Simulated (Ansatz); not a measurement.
C2H8BFSi can be A, `CB(C)[SiH2]F`, or B, `BC[SiH](C)F`.

Computed with Ansatz on PBE0-D4/def2-TZVP structures; ΔE is electronic, products minus reactants. CBS: MP2 limit from def2 TZ/QZ plus the TZ coupled-cluster correction, frozen cores. Functionals use def2-TZVPP. B3LYP here is the variant with VWN-RPA as its local correlation; programs differ in this. One conformer a species, not always the lowest.

Question: Which isomer does CCSD(T)/CBS put lower? Give the gap. (Best estimate.)

Answer: Ansatz gave: B, by 42.6 kJ/mol.

Question: Give E(B) − E(A) in kJ/mol with CCSD/def2-TZVPP, HF/def2-TZVPP, MP2/def2-TZVPP, ωB97M-V, B3LYP-D4, B3LYP, PBE-D4. (Best estimate.)

Answer: Ansatz gave: CCSD/def2-TZVPP -41.8, HF/def2-TZVPP -44.0, MP2/def2-TZVPP -49.2, ωB97M-V -45.1, B3LYP-D4 -36.1, B3LYP -34.4, PBE-D4 -28.5. None reverses the order clearly.

Largest T1 diagnostic: 0.011.

From PBE to PBE0 (25 % exact exchange), in def2-TZVPP and without D4, E(B) − E(A) moves by −5.4 kJ/mol.
